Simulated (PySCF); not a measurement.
**Si3H7NClF**

The system: Si3H7NClF, a small molecule; neutral, singlet. The structure, one conformer, was relaxed in the gas phase by PBE0-D3(BJ)/def2-SVP. No frequency run checks that it is a minimum.

SMILES: F[Si]([SiH3])(Cl)N[SiH3]

| atom | x (Å) | y (Å) | z (Å) |
| --- | --- | --- | --- |
| Si1 | -0.653 | -1.389 | -0.518 |
| Si2 | -1.860 | 0.605 | -0.603 |
| N3 | 1.021 | -1.190 | -0.207 |
| Si4 | 1.891 | 0.232 | 0.320 |
| F5 | -1.323 | -2.365 | 0.597 |
| Cl6 | -0.893 | -2.416 | -2.299 |
| H7 | -1.846 | 1.298 | 0.720 |
| H8 | -1.274 | 1.498 | -1.647 |
| H9 | -3.265 | 0.262 | -0.972 |
| H10 | 1.582 | -2.032 | -0.334 |
| H11 | 0.940 | 1.378 | 0.219 |
| H12 | 2.370 | 0.121 | 1.731 |
| H13 | 3.074 | 0.477 | -0.556 |

Shieldings: GIAO PBE0/pcSseg-1. Shifts are against computed references at the same level: H TMS (σ 31.27 ppm), Si TMS (σ 352.0 ppm). Core levels by delta-SCF with SCAN, pcX-2 on the ionised atom and pcseg-1 elsewhere, spin-free X2C (2p3/2 is the spin-free 2p value less a third of a first-order spin-orbit splitting); from the vacuum level, for chosen atoms.

Task: Give the shieldings and core levels atom by atom.

Result: 
```json
{"atoms": "Si1", "bonded to": "1 Cl + 1 F + 1 N + 1 Si", "σ (ppm)": "344.5", "δ (ppm)": "7.5", "core level (eV)": "2p3/2 108.45"}
{"atoms": "Si2", "bonded to": "1 Si + 3 H", "σ (ppm)": "459.4", "δ (ppm)": "-107.4", "core level (eV)": "2p3/2 106.99"}
{"atoms": "N3", "bonded to": "2 Si + 1 H", "σ (ppm)": "218.3", "δ (ppm)": "-", "core level (eV)": "1s 404.82"}
{"atoms": "Si4", "bonded to": "1 N + 3 H", "σ (ppm)": "405.5", "δ (ppm)": "-53.5", "core level (eV)": "-"}
{"atoms": "F5", "bonded to": "1 Si", "σ (ppm)": "280.6", "δ (ppm)": "-", "core level (eV)": "1s 692.16"}
{"atoms": "Cl6", "bonded to": "1 Si", "σ (ppm)": "834.8", "δ (ppm)": "-", "core level (eV)": "2p3/2 205.91"}
{"atoms": "H7 H8 H9", "bonded to": "1 Si", "σ (ppm)": "27.70", "δ (ppm)": "3.57", "core level (eV)": "-"}
{"atoms": "H10", "bonded to": "1 N", "σ (ppm)": "30.23", "δ (ppm)": "1.03", "core level (eV)": "-"}
{"atoms": "H11 H12 H13", "bonded to": "1 Si", "σ (ppm)": "26.62", "δ (ppm)": "4.64", "core level (eV)": "-"}
```

Values are those of this one static structure, with the three H of a rotating XH3 group averaged; atoms that internal rotation interchanges would show their mean in an NMR spectrum.

Task: Which of Si1, Si2 holds its core electrons tightest, and by how much against the loosest?

Result: Si1 (bonded to 1 Cl + 1 F + 1 N + 1 Si), by 1.46 eV over Si2 (bonded to 1 Si + 3 H).

Task: By CAM-B3LYP/def2-SVPD (TDDFT singlets, Tamm-Dancoff triplets, ionisation by delta-SCF), where does absorption start, and what does vertical ionisation take?

Result: The lowest singlet lies at 6.76 eV (f 0.003), the strongest of the first 6 at 7.58 eV (f 0.115), the lowest triplet at 6.40 eV; vertical ionisation takes 10.26 eV.

The 3 runs behind this took 3.5 min in all, one thread each of Arm Neoverse V1 on a shared host, launched as `OMP_NUM_THREADS=1 python cluster_run.py task.json out`.
